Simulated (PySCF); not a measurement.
# Spinor energies of I (iodine, neutral)

Start: [Kr] 4d10 5s2 5p5; 5p1/2 filled at m_j = -1/2, +1/2; 5p3/2 filled at m_j = -1/2, +1/2, +3/2. Calculated with PySCF 2.14 in x2c-QZVPPall-2c (13s13p9d4f1g, 134 functions): generalised Hartree-Fock with the X2C-1e Hamiltonian and a Gaussian nucleus; one run each with spin-orbit coupling (SO) switched off, then screened by Boettger's factors.

| spinor shell | electrons | ε, spin-free (eV) | ε, screened SO (eV) | weight of nominal j (screened SO) | rms radius, screened SO (bohr) |
| --- | --- | --- | --- | --- | --- |
| 1s1/2 | 2 | -33334.5 | -33331.1 | 1.000 | 0.0311 |
| 2s1/2 | 2 | -5250.2 | -5249.1 | 1.000 | 0.127 |
| 2p1/2 | 2 | -4705.0 | -4913.0 | 1.000 | 0.109 |
| 2p3/2 | 4 | -4705.0 | -4611.3 | 1.000 | 0.115 |
| 3s1/2 | 2 | -1102.5 | -1102.1 | 1.000 | 0.334 |
| 3p1/2 | 2 | -921.55 | -961.71 | 1.000 | 0.327 |
| 3p3/2 | 4 | -921.55 | -903.17 | 1.000 | 0.338 |
| 3d3/2 | 4 | -651.25 | -658.27 | 1.000 | 0.311 |
| 3d5/2 | 6 | -651.25 | -646.12 | 1.000 | 0.314 |
| 4s1/2 | 2 | -211.14 | -210.96 | 1.000 | 0.787 |
| 4p1/2 | 2 | -151.86 | -159.72 | 1.000 | 0.826 |
| 4p3/2 | 4 | -151.86 | -148.11 | 1.000 | 0.855 |
| 4d3/2 | 4 | -62.698 | -63.710 | 0.998 | 0.987 |
| 4d5/2 | 6 | -62.698 | -61.792 | 0.999 | 0.998 |
| 5s1/2 | 2 | -23.871 | -23.811 | 0.999 | 2.15 |
| 5p1/2 | 2 | -10.962 | -11.747 | 0.906 | 2.59 |
| 5p3/2 | 3 | -10.962 | -10.526 | 0.937 | 2.70 |

```csv
quantity,spin-free,screened SO
E (hartree),-7111.74512,-7113.90884
M_J,3/2,3/2
⟨J²⟩,3.766,3.766
⟨L²⟩,2.012,2.040
⟨S²⟩,0.754,0.782
```

Each row is a mean over spinors that exchange with the open shell spreads, by up to 2.396 eV (5s1/2).

Breit and QED terms are absent; they matter most for the inner s and p1/2 levels.

Densities and radii are taken from the X2C orbitals without a picture-change correction, which distorts them close to the nucleus.

Without spin-orbit coupling the j labels of p, d and f shells carry no meaning; the spin-free column gives the mean over the occupied spinors of each nl shell.
